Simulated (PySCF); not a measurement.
Broadened absorption spectrum of C4H6F3PSi

Compound: C4H6F3PSi.
Atom-mapped SMILES: `[CH3:1][Si@@H:2]([PH2:3])[C:4]#[C:5][C:6]([F:7])([F:8])[F:9]` (hydrogens: H10, H11, H12 on C1; H13 on Si2; H14, H15 on P3)

Computed with TDDFT wB97X-D/def2-SVPD, vertical, gas phase, core orbitals frozen in the response in PySCF 2.14.0, density-fitted response routines. Geometry: GFN2-xTB, one conformer, isolated molecule. Torsions of this conformer, `[CH3:1][Si@@H:2]([PH2:3])[C:4]#[C:5][C:6]([F:7])([F:8])[F:9]`: H–P3–Si2–C1 166°, H–P3–Si2–C1 73°.

Broadening: Gaussians 0.3 eV wide at half height, area fixed by f = 4.319×10⁻⁹ ∫ε dν̃. The width is an assumption, not a result. The curve ends short of the highest state used, and states not computed would add to its high-energy end.

(E (eV), ε (L mol⁻¹ cm⁻¹)): (5.44, 0), (5.48, 1), (5.52, 2), (5.55, 4), (5.59, 10), (5.62, 18), (5.66, 42), (5.70, 94), (5.73, 168), (5.77, 349), (5.80, 584), (5.84, 1100), (5.87, 1687), (5.91, 2777), (5.95, 4193), (5.98, 5380), (6.02, 6913), (6.05, 7838), (6.09, 8518), (6.13, 8402), (6.16, 7803), (6.20, 6496), (6.23, 5317), (6.27, 3763), (6.30, 2764), (6.34, 1786), (6.38, 1258), (6.41, 1141), (6.45, 1302), (6.48, 1611), (6.52, 2210), (6.55, 2771), (6.59, 3680), (6.63, 4895), (6.66, 6160), (6.70, 8577), (6.73, 11081), (6.77, 15348), (6.81, 20300), (6.84, 23965), (6.88, 27908), (6.91, 29591), (6.95, 29630), (6.98, 27992)

Question: Where are the band maxima, and which computed states make them?

Answer: 203 nm (6.10 eV), ε about 8600, made up of S2 (95%); 179 nm (6.93 eV), ε about 30000, made up of S5 (90%) (ε in L mol⁻¹ cm⁻¹; maxima over ε = 5, shares over 10%). The states used: S1 5.89 eV (f 0.0014); S2 6.10 eV (f 0.091); S3 6.14 eV (f 0.0044); S4 6.63 eV (f 0.032); S5 6.92 eV (f 0.299); S6 7.03 eV (f 0.043); S7 7.24 eV (f 0.011); S8 7.58 eV (f 0.015).

Question: On this curve, what absorbance would a 10⁻³ mol/L sample give at 222 nm over a 1 cm path?

Answer: 222 nm is 5.585 eV, where ε is about 8.6 L mol⁻¹ cm⁻¹, so A = ε c l ≈ 0.0086 (Beer–Lambert, with the gas-phase spectrum and the assumed width).

Question: What would ε be at 6.93 eV, the highest of these maxima, with half the width (0.15 eV)?

Answer: About 55700 L mol⁻¹ cm⁻¹ against 29900, a factor of about 1.9; a lone state at its own centre would give exactly 2.

Question: Coming from long wavelengths, where does ε first pass 100 L mol⁻¹ cm⁻¹?

Answer: At about 217 nm (5.70 eV), 0.19 eV below S1.
